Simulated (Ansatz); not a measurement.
Cost and result up the ladder for Ge(SiH3)4 (Si₄GeH₁₂) (17 atoms). The state is a singlet with charge 0. Geometry: r2SCAN-D4/def2-SVP.

```xyz
17

Ge   -0.004    0.008    0.000
Si   -2.349   -0.384    0.158
H    -3.108    0.785   -0.382
H    -2.743   -0.596    1.584
H    -2.716   -1.601   -0.628
Si    0.564    0.586   -2.240
H     0.129   -0.491   -3.180
H     2.044    0.760   -2.360
H    -0.103    1.865   -2.631
Si    1.158   -1.978    0.620
H     0.851   -2.333    2.039
H     2.633   -1.782    0.481
H     0.738   -3.112   -0.259
Si    0.624    1.781    1.462
H    -0.231    2.982    1.219
H     2.053    2.155    1.232
H     0.462    1.355    2.884
```

Ansatz on 4 threads of Intel Xeon on a shared host. Times are rough, and most runs start from the orbitals of an earlier one. PBE0-D4/def2-TZVP serves as the yardstick here, not as an exact answer. Differences are given only for rows in sets of like size (and for xTB, whose basis is part of the method), since another set adds its own error. Binding counts from free atoms at the same level (Ge triplet, Si triplet, H doublet; other spins of the atoms weren't run), without zero-point energy or a counterpoise term.

The 6-31G sets use Cartesian d functions. B3LYP takes the VWN-RPA correlation. Correlated methods freeze 29 core orbitals; core or outer-core shells of Ge are correlated, in sets that lack core-valence functions. The rows differ in basis, and correlated rows in double-zeta sets carry the largest basis error.

Correlated methods converge slowly with the basis, most of all in double-zeta sets.

| level | functions | binding energy per atom (eV) | difference from PBE0-D4/def2-TZVP (eV) |
| --- | --- | --- | --- |
| CCSD(T)/def2-SVP | 164 | 2.77 | – |
| HF/6-31G | 105 | 1.95 | – |
| MP2/def2-TZVP | 268 | 2.80 | -0.12 |
| LDA (SPW92)/def2-TZVP | 268 | 3.24 | 0.32 |
| BLYP-D4/def2-TZVP | 268 | 2.91 | -0.01 |
| B3LYP-D4/6-31G | 105 | 2.76 | – |
| r2SCAN-D4/def2-TZVP (with forces) | 268 | 2.96 | 0.04 |
| PBE0-D4/def2-SVP | 164 | 2.91 | – |
| PBE-D4/def2-SVP | 164 | 2.91 | – |
| PBE-D4/def2-TZVP | 268 | 2.91 | -0.01 |
| PBE0-D4/def2-TZVP | 268 | 2.92 | 0.00 |
| BHLYP-D4/def2-TZVP | 268 | 2.95 | 0.02 |

Question: Estimate how long each takes.

Answer: HF/6-31G 4.2 s; LDA (SPW92)/def2-TZVP 7 s; PBE-D4/def2-SVP 7 s; B3LYP-D4/6-31G 7.5 s; PBE-D4/def2-TZVP 8 s; BLYP-D4/def2-TZVP 10 s; PBE0-D4/def2-SVP 11 s; PBE0-D4/def2-TZVP 16 s; r2SCAN-D4/def2-TZVP (with forces) 17 s; BHLYP-D4/def2-TZVP 17 s; MP2/def2-TZVP 23 s; CCSD(T)/def2-SVP 58 s. On shared hardware such times vary by a factor of up to 3.
